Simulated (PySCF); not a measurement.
Zr(OEt)(H)3 (C₂H₈OZr), SMILES [ZrH3][O]CC, multiplicity 1.

Coordinates come from a PBE-D3(BJ)/def2-SVP optimisation. The spin state was assumed, not searched. The structure was generated by enumeration; whether it is a known compound was not checked. The def2 effective core potentials stand for the cores of Zr; spin–orbit coupling is left out. Other conformers were not sampled.

The numbers are results of PBE-D3(BJ)/def2-SVP (PySCF), not measurements.

Frequencies are harmonic and unscaled.

```json
[
 {"mode": "1", "ν (cm⁻¹)": "35", "IR (km/mol)": "0.0", "moving atoms (share of kinetic energy)": "H 83 %, C 13 %"},
 {"mode": "2", "ν (cm⁻¹)": "76", "IR (km/mol)": "0.6", "moving atoms (share of kinetic energy)": "O 42 %, C 28 %, H 22 %"},
 {"mode": "3", "ν (cm⁻¹)": "109", "IR (km/mol)": "2.5", "moving atoms (share of kinetic energy)": "O 51 %, H 41 %"},
 {"mode": "4", "ν (cm⁻¹)": "271", "IR (km/mol)": "0.2", "moving atoms (share of kinetic energy)": "H 86 %"},
 {"mode": "5", "ν (cm⁻¹)": "351", "IR (km/mol)": "1.6", "moving atoms (share of kinetic energy)": "H 50 %, C 30 %, O 12 %, Zr 8 %"},
 {"mode": "6", "ν (cm⁻¹)": "402", "IR (km/mol)": "23.0", "moving atoms (share of kinetic energy)": "H 86 %, O 11 %"},
 {"mode": "7", "ν (cm⁻¹)": "419", "IR (km/mol)": "26.5", "moving atoms (share of kinetic energy)": "H 65 %, O 21 %"},
 {"mode": "8", "ν (cm⁻¹)": "493", "IR (km/mol)": "71.9", "moving atoms (share of kinetic energy)": "H 64 %, C 18 %, O 17 %"},
 {"mode": "9", "ν (cm⁻¹)": "596", "IR (km/mol)": "202.1", "moving atoms (share of kinetic energy)": "H 52 %, C 25 %, Zr 17 %"},
 {"mode": "10", "ν (cm⁻¹)": "625", "IR (km/mol)": "87.4", "moving atoms (share of kinetic energy)": "H 99 %"},
 {"mode": "11", "ν (cm⁻¹)": "625", "IR (km/mol)": "91.8", "moving atoms (share of kinetic energy)": "H 99 %"},
 {"mode": "12", "ν (cm⁻¹)": "782", "IR (km/mol)": "1.3", "moving atoms (share of kinetic energy)": "H 92 %"},
 {"mode": "13", "ν (cm⁻¹)": "928", "IR (km/mol)": "26.1", "moving atoms (share of kinetic energy)": "H 50 %, C 37 %, O 12 %"},
 {"mode": "14", "ν (cm⁻¹)": "1073", "IR (km/mol)": "6.9", "moving atoms (share of kinetic energy)": "C 58 %, H 40 %"},
 {"mode": "15", "ν (cm⁻¹)": "1120", "IR (km/mol)": "3.0", "moving atoms (share of kinetic energy)": "H 61 %, C 37 %"},
 {"mode": "16", "ν (cm⁻¹)": "1161", "IR (km/mol)": "534.0", "moving atoms (share of kinetic energy)": "O 54 %, C 41 %"},
 {"mode": "17", "ν (cm⁻¹)": "1252", "IR (km/mol)": "0.2", "moving atoms (share of kinetic energy)": "H 92 %"},
 {"mode": "18", "ν (cm⁻¹)": "1324", "IR (km/mol)": "8.1", "moving atoms (share of kinetic energy)": "H 81 %, C 17 %"},
 {"mode": "19", "ν (cm⁻¹)": "1354", "IR (km/mol)": "25.7", "moving atoms (share of kinetic energy)": "H 73 %, C 25 %"},
 {"mode": "20", "ν (cm⁻¹)": "1405", "IR (km/mol)": "9.0", "moving atoms (share of kinetic energy)": "H 97 %"},
 {"mode": "21", "ν (cm⁻¹)": "1420", "IR (km/mol)": "0.6", "moving atoms (share of kinetic energy)": "H 95 %"},
 {"mode": "22", "ν (cm⁻¹)": "1436", "IR (km/mol)": "1.9", "moving atoms (share of kinetic energy)": "H 93 %"},
 {"mode": "23", "ν (cm⁻¹)": "1612", "IR (km/mol)": "514.3", "moving atoms (share of kinetic energy)": "H 98 %"},
 {"mode": "24", "ν (cm⁻¹)": "1612", "IR (km/mol)": "520.7", "moving atoms (share of kinetic energy)": "H 98 %"},
 {"mode": "25", "ν (cm⁻¹)": "1651", "IR (km/mol)": "159.2", "moving atoms (share of kinetic energy)": "H 100 %"},
 {"mode": "26", "ν (cm⁻¹)": "2956", "IR (km/mol)": "45.4", "moving atoms (share of kinetic energy)": "H 95 %"},
 {"mode": "27", "ν (cm⁻¹)": "2978", "IR (km/mol)": "9.7", "moving atoms (share of kinetic energy)": "H 97 %"},
 {"mode": "28", "ν (cm⁻¹)": "3004", "IR (km/mol)": "14.5", "moving atoms (share of kinetic energy)": "H 90 %, C 10 %"},
 {"mode": "29", "ν (cm⁻¹)": "3075", "IR (km/mol)": "14.2", "moving atoms (share of kinetic energy)": "H 91 %, C 9 %"},
 {"mode": "30", "ν (cm⁻¹)": "3078", "IR (km/mol)": "13.1", "moving atoms (share of kinetic energy)": "H 90 %, C 10 %"}
]
```
